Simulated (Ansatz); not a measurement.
Cost and result for the atomization energy of CH7ClOSiSn, SMILES `[CH3][SnH]([Cl])[O][SiH3]` (12 atoms, 11 bonds).

Z-matrix (Å, degrees):
```
C
Sn 1 2.114
H 1 1.089 2 108.1
H 1 1.089 2 110.0 3 119.8
H 1 1.090 2 109.4 3 -119.4
Cl 2 2.332 1 108.9 3 -54.7
O 2 1.951 1 106.1 3 58.0
H 2 1.701 1 121.0 3 -179.3
Si 7 1.634 2 136.2 1 -144.8
H 9 1.487 7 108.2 2 -162.8
H 9 1.491 7 111.3 2 -43.3
H 9 1.488 7 111.4 2 77.6
```

Total charge 0; spin multiplicity 1. Correlated methods include outer-core shells of Sn, which these sets cover unevenly. Sn takes the def2 core potential. Geometry: relaxed with PBE0-D4/def2-TZVP. It is one conformer, not always the lowest. Program: Ansatz. All runs use 2 threads of an AMD EPYC 7R13 on a shared host and a share of an NVIDIA H100 80 GB. Times are those of one run each, without the atoms' runs, and a repeat can differ threefold. Electronic energies, without spin–orbit coupling; frozen cores. CCSD(T)/CBS adds CCSD(T) − MP2 in def2-TZVPP to the MP2 limit, and its time is that of the two runs behind it. T1 = 0.012. With those shells the extrapolation isn't a true limit. B3LYP takes the VWN-RPA correlation (the form of Gaussian; ORCA's B3LYP/G).

CCSD(T)/CBS is a level of theory with its own doubt, some kJ/mol a heavy atom from the limit and from the frozen cores, so smaller differences don't rank the functionals.

```csv
level,functions,wall time,atomization (kcal/mol),difference from CCSD(T)/CBS,per bond
PBE0-D4/def2-TZVPP,294,4.3 s,927.2,-18.8,-1.7
B2PLYP/def2-TZVPP,294,6 s,923.6,-22.4,-2.0
revPBE-D4/def2-TZVPP,294,6.5 s,916.2,-29.8,-2.7
BLYP-D4/def2-TZVPP,294,7.5 s,926.3,-19.7,-1.8
PBE-QIDH/def2-TZVPP,294,8 s,927.0,-19.0,-1.7
B3LYP-D4/def2-TZVPP (with forces),294,8 s,932.4,-13.6,-1.2
CCSD(T)/def2-SVP,125,8.5 s,872.5,-73.5,-6.7
LDA (SPW92)/def2-TZVPP,294,9 s,1053.2,107.2,9.7
BHLYP-D4/def2-TZVPP,294,10 s,915.2,-30.8,-2.8
B97M-V/def2-TZVPP,294,11 s,946.7,0.7,0.1
MP2/def2-QZVPP,546,12 s,941.0,-5.0,-0.5
CCSD(T)/def2-TZVPP,294,18 s,918.0,-28.0,-2.5
CCSD(T)/CBS(def2),–,30 s,946.0,0.0,0.0
```

In def2-TZVPP, CCSD(T) changes the Hartree–Fock value by +225.3 kcal/mol (the triples alone add +12.6 kcal/mol) and MP2 by +231.3 kcal/mol; breaking electron pairs costs correlation energy, which Hartree–Fock lacks. From r2SCAN to r2SCAN0 (25 % exact exchange), in def2-TZVPP and without D4, the atomization energy moves by −12.8 kcal/mol: exact exchange takes away binding that semilocal exchange gives to molecules. The D4 term adds +11.4 kcal/mol with B3LYP and +6.1 kcal/mol with PBE0; it sums over pairs of atoms, weighted by their polarisabilities, and B3LYP, whose exchange is more repulsive, gets the larger term.

Spin–orbit coupling would lower the free Sn atoms strongly, and the atomization energy with them, by more than many differences here. For some Ge, Se and Sn compounds the MP2-based and the directly extrapolated limit differ by 10 to 25 kJ/mol.
